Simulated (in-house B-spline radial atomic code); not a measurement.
The numbers below are computed, except where a source is named.
# C6 from the polarisability at imaginary frequency: Ti V (Ti4+)

OLYP linear response of the closed shell [Ne] 3s2 3p6, from an all-electron radial atomic-structure program (B-spline basis); scalar-relativistic (spin-free one-electron X2C), finite nucleus, no spin-orbit coupling.

The dispersion coefficient of two like species is C6 = (3/π) ∫ α(iu)² du from 0 to ∞.

```tsv
u (hartree)	α(iu) (bohr³)
0	1.483
0.335	1.436
0.783	1.262
1.34	0.9859
2.24	0.6308
3.35	0.3854
5.03	0.2158
7.83	0.1099
11.2	0.06303
16.8	0.03349
28	0.01479
55.9	0.004518
```

(1) Fit one oscillator, α(iu) = α(0)/(1 + u²/ω²), through u = 3.35 and estimate C6.

(2) How does that compare with the full integral?

## Answers

(1) From α(0)/α(iu) − 1 = 1.483/0.3854 − 1 = 2.8480, ω = u/√2.8480 = 1.9851 hartree (54.0 eV). London's formula gives C6 = (3/4) α(0)² ω = 0.75 × 1.483² × 1.9851 = 3.274 hartree·bohr⁶, and the oscillator holds f = α(0) ω² = 5.84 electrons, of a sum of oscillator strengths of 17.9.

(2) The program's quadrature over all excitations gives C6 = 3.213, so the single oscillator is off by +1.9 %. At the last point the fit gives α = 0.00187 against 0.00452: higher excitations, and deeper shells where there are any, keep the true curve higher at large u.
